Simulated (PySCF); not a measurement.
Spectrum to structure. Computed, not measured: TDDFT wB97X-D/def2-SVPD, vertical, gas phase, core orbitals frozen in the response in PySCF 2.14.0, density-fitted response routines. Geometries: PBE0-D3(BJ)/def2-SVP, one conformer each. Relativistic effects are left out although some hold elements past zinc.

```tsv
state	E (eV)	f
S1	4.90	0.0039
S2	5.89	0.444
S3	6.51	0.0005
S4	6.94	0.0011
S5	7.18	0.0000
S6	7.42	0.0007
S7	7.67	0.0082
S8	7.78	0.022
S9	7.87	0.0038
S10	7.92	0.0011
```

Triplets computed (Tamm–Dancoff): 3.53, 4.21, 5.44, 6.42 eV.

Question: Which candidate is it?
A. `C[C@@H](S)[C@@H]1C[C@H]1C#N`
B. `C[C@@H](S)[C@@H]1C[C@@H]1C#N`
C. `[CH2]1[GeH2][CH2]C(/C=N\[H])=C1`
D. `C=CC[C@@H](C#N)SC`
E. `CC(C)c1cscn1`

Answer: C. Its S1, at 4.90 eV, is the lowest among the candidates; the nearest of the others has S1 at 5.41 eV. S1 is HOMO-1→LUMO (93%). Löwdin shares by element: HOMO carbon 60% or more, nitrogen 16% (atoms not listed hold the other 24%); LUMO carbon 59% or more, nitrogen 23% (atoms not listed hold the other 18%). At the same level the other candidates give, for their lowest levels:
- `C[C@@H](S)[C@@H]1C[C@@H]1C#N`: 5.63 eV (f 0.002); 6.39 eV (f 0.032); 7.15 eV (f 0.000); 7.43 eV (f 0.019); 7.58 eV (f 0.012); HOMO -8.97, LUMO 1.75 eV
- `CC(C)c1cscn1`: 5.53 eV (f 0.000); 5.61 eV (f 0.081); 6.14 eV (f 0.002); 6.47 eV (f 0.036); 7.06 eV (f 0.000); HOMO -8.84, LUMO 0.97 eV
- `C[C@@H](S)[C@@H]1C[C@H]1C#N`: 5.63 eV (f 0.002); 6.48 eV (f 0.046); 7.08 eV (f 0.010); 7.22 eV (f 0.006); 7.56 eV (f 0.113); HOMO -9.08, LUMO 1.69 eV
- `C=CC[C@@H](C#N)SC`: 5.41 eV (f 0.003); 6.25 eV (f 0.021); 6.82 eV (f 0.026); 7.02 eV (f 0.017); 7.24 eV (f 0.343); HOMO -8.89, LUMO 1.25 eV
